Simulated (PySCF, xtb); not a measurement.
C2H4BrGa, SMILES [GaH]([CH]=C)[Br]. Other conformers were not sampled.

Harmonic wavenumbers (cm⁻¹) from xtb with GFN2-xTB at its own minimum, in rising order: 57, 70, 197, 297, 336, 411, 480, 556, 916, 957, 1015, 1197, 1387, 1562, 1629, 2933, 3014, 3051.

Question: What does PBE-D3(BJ)/def2-SVP run with PySCF give at its own minimum? (An estimate is asked for; the answer gives what the named calculation found.)

Answer: 66, 80, 239, 309, 395, 490, 542, 611, 957, 962, 1010, 1209, 1368, 1598, 1933, 3036, 3085, 3125. Paired by order, the mean absolute difference is 56 cm⁻¹ and the zero-point energies are 28.7 and 30.0 kcal/mol.
